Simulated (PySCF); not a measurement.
Compound: C5H2F3O (doublet state).
Structure used (GFN2-xTB), in Å, numbered top down from 1:
```
atom  x, y, z in Å
O1    -0.5933    1.8569   -1.0899
C2    -0.4515    0.7808   -0.5077
C3     0.7221    0.2717    0.0328
C4     1.4576   -0.7451    0.7252
C5     2.1234    0.3447    0.3290
C6    -1.6521   -0.1803   -0.3049
F7    -2.7864    0.2782   -0.8152
F8    -1.4136   -1.3855   -0.8642
F9    -1.8667   -0.4257    1.0050
H10    1.4394   -1.6944    1.2035
H11    3.0266    0.9013    0.2606
```

The hyperfine couplings belong to this conformer and change with its torsions.

Identity: `FC(C(=O)[C]1C=C1)(F)F` [radical].

Level of theory: PySCF 2.14.0, UKS B3LYP, pcH-1 on C F H O, non-relativistic, mean-field spin-orbit, GIAO. One conformer (not necessarily the lowest) at the GFN2-xTB geometry, without solvent, vibrations or thermal averaging. Couplings are sensitive to structure, and on GFN2-xTB geometries they can be far from those on DFT ones. No stability test was run, so a lower SCF solution isn't excluded.

Principal values of hyperfine tensors in MHz (contact and dipolar terms together), for some of the nuclei:

```
atom  isotope       A1      A2      A3  alike by the symmetry of this geometry
  F9      19F    21.87   23.10   61.29                                      F8
  C3      13C    -7.94   -7.34  108.47                                    none
  O1      17O  -154.77   34.49   35.42                                    none
  C2      13C   -35.28  -27.75  -19.06                                    none
 H11       1H   -17.75  -13.15   -4.34                                    none
  C6      13C   -10.15   -9.94   -8.84                                    none
 H10       1H   -15.01  -11.06   -2.74                                    none
  F7      19F    -4.20   -2.52   -0.72                                    none
```

(1) Split each tensor into its isotropic and traceless parts, and turn a_iso into mT with g = 2.0046.

(2) What spin density at the nucleus of C2 lies behind its contact coupling (g_N = 1.40482)?

(3) C4 (13C, g_N = 1.40482) isn't in the table. Its spin density at the nucleus is -0.003241 bohr⁻³. What is its contact coupling?

(4) Name the largest traceless tensor T of the table and describe it.

(5) What first-order splitting does C3 cause when the field lies along A1, A2 or A3 of its tensor (g taken as isotropic, no quadrupole term)?

Results:

(1) a_iso is a third of the trace, T = A − a_iso, and a(mT) = a(MHz)/(g × 13.996).

```csv
atom,a_iso (MHz),a_iso (mT),T1,T2,T3
F9,35.42,1.262,-13.55,-12.32,25.86
C3,31.07,1.107,-39.00,-38.40,77.41
O1,-28.29,-1.008,-126.49,62.78,63.71
C2,-27.36,-0.975,-7.92,-0.39,8.30
H11,-11.75,-0.419,-6.00,-1.40,7.40
C6,-9.65,-0.344,-0.51,-0.29,0.80
H10,-9.60,-0.342,-5.41,-1.45,6.86
F7,-2.48,-0.088,-1.72,-0.03,1.76
```

(2) a_FC = (2μ0/3) gₑ μB g_N μN ρ(0)/(2S·h) = 800.24 MHz × g_N × ρ(0)/(2S), with ρ in bohr⁻³. With a_FC = -27.36 MHz and 2S = 1, ρ(0) = -0.02434 bohr⁻³.

(3) By the same relation, a_FC = -3.64 MHz. Its full tensor has the principal values -13.46, -9.33, 11.86 MHz.

(4) O1: -126.5, 62.8, 63.7 MHz, axial, in the ratio +1:+1:−2, the form that spin in one p orbital centred on that nucleus gives (the nuclear moment is negative).

(5) 2 lines (I = 1/2), spaced by |A_i|/(g × 13.996): 0.28, 0.26, 3.87 mT along the axes of A1, A2 and A3.

Hardware: one thread, Arm Neoverse V2 (aarch64), shared host. Cost: 64 s (grids of density and orbitals included), 0.89 GiB resident at most.
